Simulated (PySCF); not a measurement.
From one molecule to another.

First species: C₅H₁₄N₂SSi.
SMILES with atom numbers: `[CH3:1][S:2][C:3]1([Si:4]([CH3:5])([NH2:6])[NH2:7])[CH2:8][CH2:9]1` (hydrogens: H10, H11, H12 on C1; H13, H14, H15 on C5; H16, H17 on N6; H18, H19 on N7; H20, H21 on C8; H22, H23 on C9)

Second species: C7H12OSi.
Geometry (GFN2-xTB, Å), atoms numbered from 1 in this order:
```
atom  x, y, z in Å
C1    -2.4299    1.9428   -0.2931
C2    -1.6858    0.9145   -0.6509
C3    -1.1756   -0.1348    0.2948
C4    -1.6914   -1.5168   -0.1225
C5     0.3323   -0.1213    0.2774
C6     1.1244    0.1962    1.3157
Si7    2.9085    0.0592    0.8166
C8     2.2948   -0.4592   -0.9303
O9     0.8663   -0.4637   -0.9110
H10   -2.7780    2.6708   -1.0064
H11   -2.7281    2.1000    0.7309
H12   -1.3915    0.7721   -1.6816
H13   -1.5104    0.0916    1.3112
H14   -1.3065   -2.2806    0.5497
H15   -2.7783   -1.5349   -0.0916
H16   -1.3633   -1.7442   -1.1334
H17    0.7039    0.4732    2.2644
H18    3.6917   -1.0100    1.4455
H19    3.6924    1.2968    0.7627
H20    2.6133   -1.4612   -1.2258
H21    2.6022    0.2267   -1.7225
```

Levels: PBE0/pcSseg-1 for dipole moment, HOMO energy, LUMO energy and HOMO–LUMO gap; GFN2-xTB for rotational constant A and rotational constant C. Geometries: GFN2-xTB. Each structure is a single optimised conformer of the isolated species, non-relativistic unless stated. Electronic properties by PySCF.

The conformers computed, where there is a choice (atom-mapped SMILES and torsion angles):
- `[CH3:1][S:2][C:3]1([Si:4]([CH3:5])([NH2:6])[NH2:7])[CH2:8][CH2:9]1`: C1–S2–C3–Si4 88°, S2–C3–Si4–C5 -162°, H–N6–Si4–C3 62°, H–N6–Si4–C3 -166°, H–N7–Si4–C3 78°, H–N7–Si4–C3 -58°
- `[CH2:1]=[CH:2][C@@H:3]([CH3:4])[C:5]1=[CH:6][SiH2:7][CH2:8][O:9]1`: C1–C2–C3–C4 120°, C2–C3–C5–C6 116°

| property | column X | column Y |
| --- | --- | --- |
| dipole moment | 0.31 D | 0.87 D |
| HOMO energy | -6.51 eV | -6.05 eV |
| LUMO energy | 0.02 eV | 1.05 eV |
| HOMO–LUMO gap | 6.53 eV | 7.10 eV |
| rotational constant A | 2.661 GHz | 1.529 GHz |
| rotational constant C | 0.757 GHz | 0.799 GHz |

(1) Which column belongs to which species?

(2) How does each property change from the first species to the second?

## Answers

(1) Column X is the second species and column Y the first. The first has 23 atoms and 88 electrons, the second 21 and 76.

(2) dipole moment -0.56 D; HOMO energy -0.46 eV; LUMO energy -1.03 eV; HOMO–LUMO gap -0.57 eV; rotational constant A +1.132 GHz; rotational constant C -0.042 GHz.

On the first: The dipole equals about 2.9 × 10⁻³⁰ C·m (1 D = 3.33564 × 10⁻³⁰ C·m).

On the second: The dipole matches unit charges of opposite sign 0.06 Å apart (1 e·Å = 4.8032 D).
